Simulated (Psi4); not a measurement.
Dimer: CO2 (SMILES O=C=O) (first 3 atoms) with H2Se (SMILES [SeH2]); geometry from B3LYP-D3(BJ)/def2-TZVP, rigid monomers moved along the line of their centres of mass till C2···Se4 is 6.36 Å.
(charge 0, multiplicity 1):
| atom | x (Å) | y (Å) | z (Å) |
|---|---|---|---|
| O | 0.7618 | 0.7536 | -0.3975 |
| C | -0.1404 | 0.0253 | -0.4179 |
| O | -1.0405 | -0.7048 | -0.4623 |
| Se | -0.3767 | 0.0148 | 5.9335 |
| H | -0.6773 | -1.4244 | 5.9430 |
| H | 1.0680 | -0.2480 | 6.0075 |

Method: SAPT0/aug-cc-pVDZ (Psi4).

Question: Which attractive term is largest, and how does the interaction split up?

Answer: electrostatics -0.4, exchange 0.0, induction 0.0, dispersion -0.2, total -0.7 kJ/mol; the largest attraction is electrostatics.
